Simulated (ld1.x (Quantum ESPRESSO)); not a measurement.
## Building the TM potential for Li (Z = 3) (PBE, non-relativistic).

ld1.x (Quantum ESPRESSO) 7.5 input, shortened:

```
&input
   title='Li', zed=3., rel=0, dft='PBE', iswitch=3,
   config='[He] 2s0 2p1 3d-2'
 /
 &inputp
   pseudotype=2, tm=.true., lloc=1,
   nlcc=.false.
 /
3
2S  1  0   0.00   0.00  2.15  2.15  0.0
3D  3  2  -2.00   0.20  4.50  4.50  0.0
2P  2  1   1.00   0.00  4.20  4.20  0.0
 &test
   configts(1)='2s0 2p1'
 /
```

All-electron outer shells of the reference configuration (PBE, non-relativistic, ld1.x):

| shell | level (eV) | outermost node (bohr) | outermost maximum (bohr) |
| --- | --- | --- | --- |
| 1s | -53.35 | – | 0.36 |
| 2s | -3.35 | 0.83 | 3.12 |
| 2p | -1.56 | – | 3.86 |

**Question.** Estimate the cutoffs (Ry, on a coarse ladder) from which the occupation-weighted sum of valence levels, in a spherical-Bessel basis at the reference potential, stays within 10 and 1 mRy of its value at 400 Ry.

**Answer.** 6 Ry and 6 Ry.

**Question.** Does the potential have ghost states?

**Answer.** No extra level below or beside the all-electron valence levels (s, d, p, f tested). The logarithmic derivative shows an extra or strongly shifted pseudo pole above the reference energy (d near 1.52 Ry).

**Question.** Tests: 2s1 2p0; 2s0.5 2p0. Which has the largest error in its energy relative to the reference configuration, and how large is it?

**Answer.** 2s1 2p0, with -4.1 meV (all-electron minus pseudo) on -1.79 eV.
